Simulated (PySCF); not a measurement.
**Nuclear quadrupole coupling in `CSc1ccoc1`**

C5H6OS.
Atom-mapped SMILES: `[CH3:1][S:2][c:3]1[cH:4][cH:5][o:6][cH:7]1` (hydrogens: H8, H9, H10 on C1; H11 on C4; H12 on C5; H13 on C7)

Structure used (PBE0-D3(BJ)/def2-SVP), in Å, numbered top down from 1:
```
atom  x, y, z in Å
C1     2.363    0.307   -0.599
S2     1.244   -1.075   -0.882
C3    -0.243   -0.420   -0.238
C4    -1.493   -1.126   -0.217
C5    -2.389   -0.277    0.358
O6    -1.799    0.883    0.692
C7    -0.497    0.799    0.332
H8     3.346   -0.004   -0.977
H9     2.449    0.536    0.474
H10    2.036    1.202   -1.148
H11   -1.685   -2.131   -0.586
H12   -3.448   -0.365    0.587
H13    0.117    1.670    0.539
```

Field gradients from the PBE0/pcSseg-1 density (PySCF, non-relativistic), principal values in atomic units, ordered |Vxx| ≤ |Vyy| ≤ |Vzz|:

```csv
atom,Vxx,Vyy,Vzz
S2,0.4659,2.4854,-2.9513
O6,-0.6805,-0.7845,1.4650
```

Find the asymmetry η = (Vxx − Vyy)/Vzz and the couplings χ = eQV/h (234.96 MHz × Q in barn × V in au), with Q(33S) = −0.0678 b, Q(17O) = −0.0256 b.

```tsv
atom	environment	nucleus	η	χzz (MHz)	χxx (MHz)	χyy (MHz)
S2	sulfide sulfur	33S	0.68	47.02	-7.42	-39.59
O6	furan-type oxygen	17O	0.07	-8.81	4.09	4.72
```

The tensor is traceless: Vxx + Vyy + Vzz = 0.

What is Vzz at S2 in SI units (1 au = 9.71736 × 10²¹ V/m²)?

-2.9513 au = -28.679 × 10²¹ V/m².

And the gradient at the other heavy atoms, for which no coupling is worked out here?

```json
{"atom": "C1", "environment": "S-methyl carbon", "Vzz (au)": "0.258", "η": "0.05"}
{"atom": "C3", "environment": "substituted aromatic carbon", "Vzz (au)": "-0.181", "η": "0.08"}
{"atom": "C4", "environment": "aromatic CH carbon", "Vzz (au)": "0.142", "η": "0.77"}
{"atom": "C5", "environment": "aromatic CH next to a ring oxygen", "Vzz (au)": "-0.320", "η": "0.83"}
{"atom": "C7", "environment": "aromatic CH next to a ring oxygen", "Vzz (au)": "0.342", "η": "0.49"}
```

What couplings would deuterons (Q(2H) = 0.00286 b) have in place of the hydrogens, at this geometry?

| atom | bonded to | bond length (Å) | Vzz (au) | η | χzz (kHz) |
| --- | --- | --- | --- | --- | --- |
| H8 | C1 | 1.098 | 0.2931 | 0.06 | 197 |
| H9 | C1 | 1.100 | 0.2878 | 0.03 | 193 |
| H10 | C1 | 1.100 | 0.2878 | 0.03 | 193 |
| H11 | C4 | 1.088 | 0.3163 | 0.08 | 213 |
| H12 | C5 | 1.087 | 0.3117 | 0.11 | 209 |
| H13 | C7 | 1.085 | 0.3167 | 0.14 | 213 |

The structure is a single PBE0-D3(BJ)/def2-SVP conformer in the gas phase; no vibrational or solvent corrections. The small basis limits the accuracy of the gradients.
